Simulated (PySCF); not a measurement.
**Yb(52+) (ytterbium, charge +52) across methods**

[Ar], closed-shell 1S. All numbers are calculated (PySCF 2.14, scalar relativity by spin-free X2C-1e, in an uncontracted even-tempered set (17 s from 13 bohr⁻², ratio 2.5; 12 p from 17 bohr⁻², ratio 2.5; 4 d from 69 bohr⁻², ratio 2.7; 4 f from 100 bohr⁻², ratio 2.7)). The B2PLYP total includes its PT2 part (frozen core); its orbital energies are those of the SCF part.

```
method   E (hartree)  mean ε 2p (eV)  mean ε 3s (eV)  mean ε 3p (eV)  Σ⟨r²⟩ (bohr²)   ⟨S²⟩
  TPSS     -11422.45        -12699.0         -5378.6         -5021.3         0.4218  0.000
   UHF  -11420.43324        -12870.6         -5459.9         -5076.3         0.4221  0.000
   PBE     -11421.97        -12695.4         -5374.7         -5020.0         0.4218  0.000
r2SCAN     -11422.09        -12717.8         -5386.2         -5025.4         0.4220  0.000
B2PLYP     -11422.08        -12789.3         -5420.1         -5050.3         0.4220  0.000
  PBE0     -11421.81        -12739.6         -5396.5         -5034.6         0.4219  0.000
```

Q: Estimate the same row for LDA.

A: E (hartree) = -11412.13; mean ε 2p (eV) = -12691.7; mean ε 3s (eV) = -5370.0; mean ε 3p (eV) = -5017.9; Σ⟨r²⟩ (bohr²) = 0.4221; ⟨S²⟩ = 0.000.

Spin-orbit coupling, which splits the p, d and f shells strongly at this Z, is absent.
